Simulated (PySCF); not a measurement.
Mn (manganese, neutral) across methods

[Ar] 3d6 4s1, high-spin 6D determinant (an excited configuration). Calculation: PySCF 2.14, in x2c-TZVPPall (6s5p4d2f1g, 64 functions); scalar relativity by spin-free X2C-1e.

| method | E (hartree) | mean ε 3d α (eV) | mean ε 4s α (eV) | mean ε 3d β (eV) | Σ⟨r²⟩ (bohr²) | ⟨S²⟩ |
| --- | --- | --- | --- | --- | --- | --- |
| UHF | -1157.25003 | -11.301 | -6.290 | -5.983 | 36.30 | 8.761 |
| PBE0 | -1158.264 | -6.108 | -5.139 | -2.704 | 35.72 | 8.754 |
| M06-2X | -1158.451 | -8.169 | -5.319 | -4.166 | 36.46 | 8.771 |
| wB97X | -1158.469 | -8.358 | -6.605 | -5.198 | 35.92 | 8.759 |
| PW91 | -1158.576 | -4.404 | -4.656 | -1.475 | 35.90 | 8.753 |
| r2SCAN | -1158.451 | -4.581 | -4.847 | -1.299 | 35.68 | 8.756 |
| PBE | -1158.256 | -4.359 | -4.600 | -1.411 | 36.05 | 8.753 |
| LDA | -1156.060 | -4.572 | -4.775 | -1.413 | 35.85 | 8.755 |
| LC-wPBE | -1158.297 | -8.751 | -7.108 | -5.606 | 35.63 | 8.753 |
